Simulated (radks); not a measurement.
The numbers below are computed, except where a source is named.
Excited configurations of O I: one electron is placed in a higher orbital outside [He] 2s2 2p3. The ground configuration is [He] 2s2 2p4. Level of theory: non-relativistic Kohn-Sham, LDA (Slater exchange, Perdew-Wang correlation), spin-unpolarised, spherical densities, point nucleus (a radial shooting solver on a logarithmic mesh with Libxc functionals). Excitation = E - E(ground); binding = E(ion) - E, where the ion is the core of charge +1; n* = 1/sqrt(2 binding) in atomic units, and the quantum defect is n - n*.

outer orbital,excitation (eV),binding (eV),n*,<r> (bohr)
3s,12.206,4.386,1.761,4.825
4s,14.667,1.926,2.658,11.14
4p,15.121,1.472,3.041,13.76
4d,15.618,0.974,3.737,19.42
5p,15.697,0.896,3.896,23.83
6s,15.888,0.705,4.394,31.83
6p,15.989,0.604,4.747,36.58
6d,16.124,0.468,5.389,45.94
6f,16.144,0.449,5.505,45.16
7s,16.099,0.494,5.248,46.23
7f,16.254,0.338,6.341,62.88

The Delta-SCF ionisation energy is 16.593 eV (NIST Atomic Spectra Database: 13.618 eV, measured). Self-interaction in the functional shifts the binding energies and quantum defects, so they are the method's values and not measured ones. Spin polarisation and multiplet splitting are left out, so open shells lie too high by an amount that depends on their filling.

Beside tabulated values, note that spin-unpolarised runs miss the spin-polarisation part of the exchange energy of open shells.
